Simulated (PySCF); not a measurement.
A side-by-side comparison of computed properties.

First species: C₇H₁₂SSi.
InChI=1S/C7H12SSi/c1-2-4-6(3-1)7-5-9-8-7/h5-6H,1-4,9H2

Second species: C4H13NOSi2.
Numbering: `[CH3:1][CH2:2][CH2:3][C:4](=[O:5])[Si@@H:6]([NH2:7])[SiH3:8]` (hydrogens: H9, H10, H11 on C1; H12, H13 on C2; H14, H15 on C3; H16 on Si6; H17, H18 on N7; H19, H20, H21 on Si8)

Levels: PBE0/pcSseg-1 for HOMO energy, LUMO energy and HOMO–LUMO gap. Geometries: GFN2-xTB. Each structure is a single optimised conformer of the isolated species, non-relativistic unless stated. Electronic properties by PySCF.

Dipoles, sizes and rotational constants follow the conformer. The torsions of the flexible species, by atom-mapped SMILES:
- `[CH3:1][CH2:2][CH2:3][C:4](=[O:5])[Si@@H:6]([NH2:7])[SiH3:8]`: C1–C2–C3–C4 179°, C2–C3–C4–O5 -9°, C3–C4–Si6–N7 180°, H–N7–Si6–C4 -24°, H–N7–Si6–C4 -172°

The conformers of `C1=C(C2CCCC2)S[SiH2]1` aren't listed.

Values for the first species:

| Item | Value |
| --- | --- |
| HOMO energy | -6.14 eV |
| LUMO energy | -0.41 eV |
| HOMO–LUMO gap | 5.73 eV |

(1) Estimate the same properties for the second species, and the change in each.

Results:

(1) 
```csv
property,first,second,second less first
HOMO energy,-6.14 eV,-6.76 eV,-0.62 eV
LUMO energy,-0.41 eV,-1.06 eV,-0.65 eV
HOMO–LUMO gap,5.73 eV,5.70 eV,-0.03 eV
```

